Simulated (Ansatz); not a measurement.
Isolated molecules relaxed with PBE0-D4/def2-TZVP in Ansatz; ΔE leaves out vibrations. CCSD(T)/CBS adds triple-zeta CCSD(T) − MP2 to the extrapolated MP2 energy (def2 sets, frozen cores). DFT in def2-TZVPP. For Br outer-core shells are correlated without core-valence functions, which leaves a few kJ/mol of doubt a bond. Scalar relativity is left out up to krypton. One conformer a species, not always the lowest.

`FCNC[SiH3]` + `CO[Si]Br` → `[SiH3]O[Si]Br` + `CCNCF`  (formal exchange of groups at the Si–C bond)

`FCNC[SiH3]`:

Z-matrix (Å, degrees):
```
C
N 1 1.400
F 1 1.407 2 113.5
H 1 1.092 2 110.2 3 119.0
H 1 1.093 2 110.1 3 -118.5
C 2 1.454 1 116.5 3 62.8
H 2 1.011 1 111.8 3 -68.3
Si 6 1.884 2 111.1 1 174.4
H 6 1.099 2 113.2 1 -61.2
H 6 1.096 2 108.4 1 56.4
H 8 1.485 6 110.8 2 -65.4
H 8 1.487 6 109.7 2 173.5
H 8 1.489 6 109.3 2 54.2
```

`CO[Si]Br`:

```xyz
7

C     0.443   -0.089    0.743
O     0.598   -0.476   -0.607
Si   -0.207   -0.326   -2.005
Br   -2.075    0.874   -1.413
H     0.441   -0.984    1.367
H     1.289    0.539    1.027
H    -0.488    0.463    0.889
```

`[SiH3]O[Si]Br`:

Z-matrix (Å, degrees):
```
Si
O 1 1.663
H 1 1.482 2 109.6
H 1 1.482 2 109.5 3 121.3
H 1 1.481 2 106.8 3 -119.3
Si 2 1.626 1 144.1 3 -59.9
Br 6 2.293 2 101.7 1 -0.0
```

`CCNCF`:

Cartesian coordinates in Å:
```
C -0.517 1.408 -0.491
C 0.390 0.707 0.500
N -0.067 -0.640 0.816
C -0.023 -1.593 -0.207
F 1.280 -1.841 -0.691
H -1.550 1.409 -0.137
H -0.195 2.443 -0.625
H -0.493 0.935 -1.475
H 0.392 1.266 1.440
H 1.422 0.710 0.124
H 0.362 -0.988 1.661
H -0.601 -1.265 -1.073
H -0.398 -2.551 0.158
```

```
             level  ΔE (kJ/mol)  difference from CCSD(T)/CBS
         r2SCAN-D4       -160.0                          7.7
        r2SCANh-D4       -162.0                          5.7
            B2PLYP       -163.9                          3.8
              PBE0       -153.9                         13.8
             BHLYP       -167.8                         -0.1
RPA@PBE/def2-TZVPP       -162.1                          5.6
       HF/def2-SVP       -163.5                          4.2
     CCSD/def2-SVP       -158.3                          9.4
    MP2/def2-TZVPP       -172.0                         -4.3
     HF/def2-QZVPP       -177.5                         -9.8
       CCSD(T)/CBS       -167.7                            0
```

Largest T1 diagnostic among the species: 0.012.

From BLYP to BHLYP (50 % exact exchange), in def2-TZVPP and without D4, ΔE moves by −17.2 kJ/mol. At CCSD(T), def2-SVP lies +11.5 kJ/mol from the extrapolated value and def2-TZVPP +1.5 kJ/mol. In def2-TZVPP, CCSD(T) changes the Hartree–Fock value by +10.0 kJ/mol (the triples alone add +2.4 kJ/mol) and MP2 by +4.3 kJ/mol.
